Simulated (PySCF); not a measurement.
C3H5FSi, SMILES FC=C=C[SiH3].

The structure is a stationary point at PBE-D3(BJ)/def2-SVP. The structure was generated by enumeration, and PubChem lists no compound with its InChIKey, so it may never have been made.

These are PBE-D3(BJ)/def2-SVP run with PySCF values and carry that method's errors.

Frequencies are harmonic and unscaled.

```json
[
 {"mode": "1", "ν (cm⁻¹)": "84", "IR (km/mol)": "0.1", "moving atoms (share of kinetic energy)": "H 84 %"},
 {"mode": "2", "ν (cm⁻¹)": "100", "IR (km/mol)": "0.1", "moving atoms (share of kinetic energy)": "F 29 %, C 27 %, Si 26 %, H 17 %"},
 {"mode": "3", "ν (cm⁻¹)": "190", "IR (km/mol)": "1.7", "moving atoms (share of kinetic energy)": "C 54 %, H 27 %, F 16 %"},
 {"mode": "4", "ν (cm⁻¹)": "254", "IR (km/mol)": "0.7", "moving atoms (share of kinetic energy)": "C 55 %, F 21 %, H 19 %"},
 {"mode": "5", "ν (cm⁻¹)": "400", "IR (km/mol)": "17.4", "moving atoms (share of kinetic energy)": "C 67 %, H 23 %, Si 10 %"},
 {"mode": "6", "ν (cm⁻¹)": "538", "IR (km/mol)": "17.3", "moving atoms (share of kinetic energy)": "H 45 %, C 27 %, Si 17 %, F 11 %"},
 {"mode": "7", "ν (cm⁻¹)": "599", "IR (km/mol)": "11.6", "moving atoms (share of kinetic energy)": "H 77 %, C 13 %"},
 {"mode": "8", "ν (cm⁻¹)": "638", "IR (km/mol)": "9.5", "moving atoms (share of kinetic energy)": "C 57 %, H 20 %, F 16 %"},
 {"mode": "9", "ν (cm⁻¹)": "731", "IR (km/mol)": "33.9", "moving atoms (share of kinetic energy)": "H 51 %, C 42 %"},
 {"mode": "10", "ν (cm⁻¹)": "739", "IR (km/mol)": "11.0", "moving atoms (share of kinetic energy)": "C 45 %, H 43 %, Si 11 %"},
 {"mode": "11", "ν (cm⁻¹)": "833", "IR (km/mol)": "40.3", "moving atoms (share of kinetic energy)": "H 82 %, C 17 %"},
 {"mode": "12", "ν (cm⁻¹)": "881", "IR (km/mol)": "263.1", "moving atoms (share of kinetic energy)": "H 90 %, Si 10 %"},
 {"mode": "13", "ν (cm⁻¹)": "903", "IR (km/mol)": "26.5", "moving atoms (share of kinetic energy)": "H 97 %"},
 {"mode": "14", "ν (cm⁻¹)": "914", "IR (km/mol)": "51.9", "moving atoms (share of kinetic energy)": "H 97 %"},
 {"mode": "15", "ν (cm⁻¹)": "1004", "IR (km/mol)": "43.0", "moving atoms (share of kinetic energy)": "C 56 %, H 30 %, F 14 %"},
 {"mode": "16", "ν (cm⁻¹)": "1125", "IR (km/mol)": "59.0", "moving atoms (share of kinetic energy)": "H 53 %, C 30 %, F 16 %"},
 {"mode": "17", "ν (cm⁻¹)": "1211", "IR (km/mol)": "35.2", "moving atoms (share of kinetic energy)": "H 74 %, C 19 %"},
 {"mode": "18", "ν (cm⁻¹)": "1378", "IR (km/mol)": "155.0", "moving atoms (share of kinetic energy)": "C 71 %, H 26 %"},
 {"mode": "19", "ν (cm⁻¹)": "2013", "IR (km/mol)": "5.7", "moving atoms (share of kinetic energy)": "C 99 %"},
 {"mode": "20", "ν (cm⁻¹)": "2158", "IR (km/mol)": "92.2", "moving atoms (share of kinetic energy)": "H 98 %"},
 {"mode": "21", "ν (cm⁻¹)": "2163", "IR (km/mol)": "97.4", "moving atoms (share of kinetic energy)": "H 96 %"},
 {"mode": "22", "ν (cm⁻¹)": "2192", "IR (km/mol)": "70.6", "moving atoms (share of kinetic energy)": "H 96 %"},
 {"mode": "23", "ν (cm⁻¹)": "3027", "IR (km/mol)": "2.6", "moving atoms (share of kinetic energy)": "H 92 %, C 8 %"},
 {"mode": "24", "ν (cm⁻¹)": "3107", "IR (km/mol)": "4.2", "moving atoms (share of kinetic energy)": "H 92 %, C 8 %"}
]
```
